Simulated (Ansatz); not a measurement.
`C=C(C=O)CC` and `C=[C]([GeH3])C=O` differ in one atom or group.

Ansatz, PBE0-D4/def2-TZVP geometries, multiplicity 1. Each molecule was computed in one conformer, which needn't be the lowest.

Scalar relativity is left out up to krypton.

| property | `C=C(C=O)CC` |
| --- | --- |
| size of the dipole moment (ωB97M-V/def2-TZVPP) / D | 2.83 |
| HOMO energy (PBE/def2-TZVPP) / eV | -5.87 |
| HOMO–LUMO gap (B3LYP/def2-TZVPP) / eV | 5.31 |
| LUMO energy (PBE0/def2-TZVPP) / eV | -1.71 |
| HOMO–LUMO gap (ωB97M-V/def2-TZVPP) / eV | 10.38 |
| LUMO energy (ωB97M-V/def2-TZVPP) / eV | 0.47 |

Problem. What does the change do to each property? (Estimate.)

Solution. Ansatz gave: 
```tsv
property	`C=[C]([GeH3])C=O`	shift
size of the dipole moment (ωB97M-V/def2-TZVPP) / D	3.04	0.21
HOMO energy (PBE/def2-TZVPP) / eV	-6.06	-0.19
HOMO–LUMO gap (B3LYP/def2-TZVPP) / eV	5.21	-0.10
LUMO energy (PBE0/def2-TZVPP) / eV	-1.99	-0.28
HOMO–LUMO gap (ωB97M-V/def2-TZVPP) / eV	10.26	-0.12
LUMO energy (ωB97M-V/def2-TZVPP) / eV	0.22	-0.25
```

With PBE0 the HOMO falls by 0.17 eV and the LUMO falls by 0.28 eV, so the gap narrows by about 0.11 eV. PBE moves the HOMO by -0.19 eV and ωB97M-V by -0.13 eV. Dipoles are sizes alone; their direction can turn.

B3LYP here is the variant with VWN-RPA as its local correlation; programs differ in this.
